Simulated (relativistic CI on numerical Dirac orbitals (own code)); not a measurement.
Sensitivity of the levels of Pt²⁺ to α and to the nuclear radius

Calculated at this level of theory: Dirac-Coulomb-Breit CI, KLI orbitals optimised for each configuration, valence Slater integrals scaled by 0.85, P86 correlation energy added to each configuration, derivatives by finite differences, QED left out (own radial code, finite nucleus).

Configurations in the expansion (outside the closed core [Kr] 4d10 4f14 5s2): 5p⁶5d⁸, 5p⁶5d⁷6s, 5p⁶5d⁶6s², 5p⁶5d⁷6p, 5p⁶5d⁷5f, 5p⁶5d⁷6d, 5p⁵5d⁹. Levels of other configurations are missing.

With x = (α/α₀)² − 1 an excitation energy changes as ω = ω₀ + qx; K = 2q/ω₀ is the relative enhancement. Terms are leading LS components, so labels can repeat. The field-shift factor is F = δν/δ⟨r²⟩ for the transition from the lowest level.

Lowest level 5p⁶5d⁸ ³F4.

```csv
Level,ω₀ (cm⁻¹),q (cm⁻¹),F (GHz/fm²)
5p⁶5d⁸ ¹D2,5889.9,-3185,5.22
5p⁶5d⁸ ³F3,8870.7,8163,1.75
5p⁶5d⁸ ³F2,13887.6,5347,7.67
5p⁶5d⁸ ³P0,15757.0,-449,8.54
5p⁶5d⁸ ³P1,17212.4,2107,12.1
5p⁶5d⁸ ¹G4,21292.2,4271,6.57
5p⁶5d⁸ ¹D2,23365.4,12470,8.56
5p⁶5d⁷6s ⁵F5,24998.6,-45500,75
5p⁶5d⁷6s ⁵F4,30925.4,-40140,74.3
5p⁶5d⁷6s ⁵F3,34991.7,-37790,76.1
5p⁶5d⁷6s ⁵F2,36846.9,-37210,74.9
5p⁶5d⁷6s ⁵F1,37911.0,-37200,74.9
5p⁶5d⁷6s ⁵P2,40569.9,-39940,69
```

For a near-neutral ion this model can misplace configurations by up to about 10,000 cm⁻¹ (more where the count of f electrons changes) and terms by 10 to 25 % of their spread. Rates follow the energies as ν³ (E1, M1) or ν⁵ (E2), so they and the lifetimes can be off by large factors. The fine structure of a lone outer electron comes out too small, for d and f at times inverted, and misplaced configurations move strength between like terms.

Q: Which transition from the lowest level has the largest |K|?

A: 5p⁶5d⁷6s ⁵F5 at 24998.6 cm⁻¹, K = -3.64.
